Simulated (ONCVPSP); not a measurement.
**Transferability test, ONCV potential for scandium (Sc)**

ONCVPSP 4.0.1 input, shortened (lines: element, Z, core and valence counts, functional; n l f; lmax; l rc ep ncon nbas qcut; lloc lpopt rc5 dvloc0; l nproj debl; icmod fcfact rcfact), Wu-Cohen, fully relativistic:

```
  Sc 21.00    5    2  -118130      upf
    1    0    2.00
    2    0    2.00
    2    1    6.00
    3    0    2.00
    3    1    6.00
    3    2    1.00
    4    0    0.50
    2
    0    3.05    0.00    5    9    2.70
    1    2.85    0.37    4    8    3.00
    2    2.20    0.00    3    8    7.00
    4    2    2.10    0.00
    0    2    3.50
    1    1    2.40
    2    2    1.70
    0    0.00    0.00
```

Open shells are filled in proportion to 2j + 1.

In the p channel the program set the typed energies aside and used 0.050 Ha (j = l + 1/2; the other j can differ).

Energies are relative to the spin-unpolarised reference configuration 3d1 4s0.5; without spin polarisation the order of configurations can differ from experiment.

```csv
valence configuration,charge,ΔE all-electron (eV),error AE − PS (meV)
3d1 4s1,+1,-5.555,+11
3d1 4s0,+2,7.032,+141
3d1 4s1 4p1,0,-9.656,+49
```

Q: What are ΔE and the potential's error for 3d1 4s2?

A: ΔE = -12.459 eV all-electron; the error (AE − PS) is -13 meV.

Note: no bound ghost flagged; GHOST(+) flagged for s at 81.9 eV.
